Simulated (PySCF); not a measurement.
# Lu(OH)3(NH3) at several levels of theory

Computed with PySCF 2.14.0 (density fitting, no spin-orbit coupling) at the geometry relaxed with PBE:

```xyz
11
Lu(OH)3(NH3) (singlet in the valence; each metal's 4f electrons, 14 of them, lie in its core potential, out of spins and levels)
Lu    0.1358   -0.1887    0.2330
O     1.1430    1.2899    1.1787
H     1.6734    1.9087    1.6939
O    -1.3866   -1.0836    1.2199
H    -2.0184   -1.5701    1.7625
O     1.0839   -1.2170   -1.2308
H     1.6065   -1.7619   -1.8308
N    -1.2088    1.2344   -1.2147
H    -1.8050    1.8796   -0.6776
H    -0.6204    1.8135   -1.8301
H    -1.8330    0.6886   -1.8252
```

```csv
level,basis,state,HOMO (eV),gap (eV),charge on Lu1 (e),population of f-type functions on Lu1 (polarisation alone where 4f lies in the core),dipole about the centre of mass (D),largest force component (eV/Å)
PBE,"Lu lcecp-1-SVP with ECP60, O def2-SVP, H def2-SVP, N def2-SVP",singlet,-5.29,4.43,0.58,0.08,4.15,0.02
M06-L,the same,singlet,-5.49,5.59,1.01,0.07,4.05,0.42
BP86,the same,singlet,-5.40,4.64,0.59,0.08,4.17,0.04
r2SCAN,the same,singlet,-5.66,5.40,0.80,0.07,4.18,0.28
B3LYP,the same,singlet,-6.67,6.24,0.75,0.08,4.19,0.29
```

In the lcecp rows the 4f levels are missing from HOMO and gap, and the state counts the valence alone.

Charges are Mulliken's, which hang on the basis. The relaxation used the grid (50, 194), these runs (75, 302) or, all-electron (x2c bases, spin-free X2C Hamiltonian), (99, 590).

Question: What does PBE with Lu lcecp-1-TZVP with ECP60, O def2-TZVP, H def2-TZVP, N def2-TZVP give here?

Answer: state singlet, HOMO (eV) -5.58, gap (eV) 4.44, charge on Lu1 (e) 1.36, population of f-type functions on Lu1 (polarisation alone where 4f lies in the core) 0.07, dipole about the centre of mass (D) 4.17, largest force component (eV/Å) 0.24. Time: 25 s on 2 threads of Arm Neoverse V1, with other jobs on the host, from free ions and atoms.

In the first row's basis the gap widens with exact exchange: 4.4 to 5.6 eV for PBE, BP86, r2SCAN, M06-L (none); 6.2 eV for B3LYP (a fixed share).

An lcecp potential fixes the number of 4f electrons, so in runs with it no electron can move into or out of that shell.
